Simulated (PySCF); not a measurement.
## Dipole moment and polarisability of SnH2(NHEt)2

SnH2(NHEt)2, C4H14N2Sn.
Cartesian coordinates in Å at the PBE0-D3(BJ)/def2-SVP level; atoms count from 1:
```xyz
21
C4H14N2Sn angstrom
Sn     0.2515   -0.0411    0.3693
H     -0.2589   -0.0635    2.0152
H      1.9614   -0.2014    0.2268
N     -0.6249    1.6347   -0.3821
C     -0.6760    2.8739    0.3588
C      0.6256    3.6650    0.4196
H     -0.4321    1.7818   -1.3700
H     -1.4680    3.5181   -0.0688
H     -1.0122    2.6518    1.3877
H      1.4210    3.0828    0.9147
H      0.5019    4.6079    0.9765
H      0.9820    3.9152   -0.5930
N     -0.4623   -1.4807   -0.8774
C      0.1578   -2.7825   -0.9770
C     -0.1350   -3.7441    0.1686
H     -1.4774   -1.5281   -0.9191
H     -0.1462   -3.2553   -1.9303
H      1.2504   -2.6419   -1.0614
H      0.2223   -3.3367    1.1293
H      0.3510   -4.7214    0.0145
H     -1.2188   -3.9186    0.2684
```

Level: B3LYP/def2-SVPD (PySCF), static field, nuclei fixed, core orbitals frozen in the response. The polarisability tensor in these axes (au):

```
x    97.80  -2.68   0.22
y    -2.68 137.79   6.62
z     0.22   6.62  99.14
```

**Question.** Diagonalise the tensor; give its mean and Δα, where Δα² is half the sum of the squared differences of the eigenvalues.

**Answer.** Principal values 97.15, 98.52 and 139.06 au; mean 111.58 au = 16.53 Å³ = 18.40 × 10⁻⁴⁰ C²·m²/J; Δα = 41.24 au (37 % of the mean).

**Question.** What is the dipole moment?

**Answer.** 0.18 D at this geometry.

**Question.** Rayleigh depolarisation ratio (linearly polarised light, static tensor)?

**Answer.** ρ = 3Δα²/(45ᾱ² + 4Δα²) = 5102.6/(560214 + 6803.5) = 0.009.

**Question.** Orientational against electronic polarisability at 298 K (dilute gas, rigid molecules)?

**Answer.** In Gaussian units μ²/3kT = 0.28 Å³ against 16.53 Å³, a ratio of 0.02; the Debye molar polarisation (4π/3)N_A(α + μ²/3kT) is 42.4 cm³/mol, leaving out the vibrational part.

**Question.** What molar refraction does this α imply?

**Answer.** Lorentz–Lorenz: R = (4π/3)N_A α = 2.5225 cm³/(mol·Å³) × 16.53 Å³ = 41.7 cm³/mol, in the limit of long wavelengths.

**Question.** Find the Langevin capture rate constant for H3O+ (19.018 u) meeting this molecule (210.018 u), k = 2.342 × 10⁻⁹ cm³/s × √(α in Å³ / reduced mass in u).

**Answer.** The reduced mass is 17.44 u, so k = 2.28 × 10⁻⁹ cm³/s.

**Question.** Sum over states: ᾱ = Σ f/ω², ω in Eh. What share falls to these 10 lowest TDDFT singlets (eV, f)? 5.22, 0.0254; 5.28, 0.0382; 5.35, 0.0028; 5.47, 0.0243; 5.51, 0.0020; 5.68, 0.0394; 6.04, 0.0001; 6.20, 0.0816; 6.54, 0.0916; 6.62, 0.0028.

**Answer.** They add up to 6.54 au, 5.9 % of the 111.58 au; the largest single term is 1.58 au, from the state at 6.54 eV. Terms in order: 0.69, 1.02, 0.07, 0.60, 0.05, 0.90, 0.00, 1.57, 1.58, 0.05 au. Higher excitations give the rest. The strengths listed sum to 0.308.

One conformer (not necessarily the lowest) at the PBE0-D3(BJ)/def2-SVP geometry, without solvent, vibrations or thermal averaging. Atoms past krypton carry effective core potentials; spin–orbit coupling is left out.
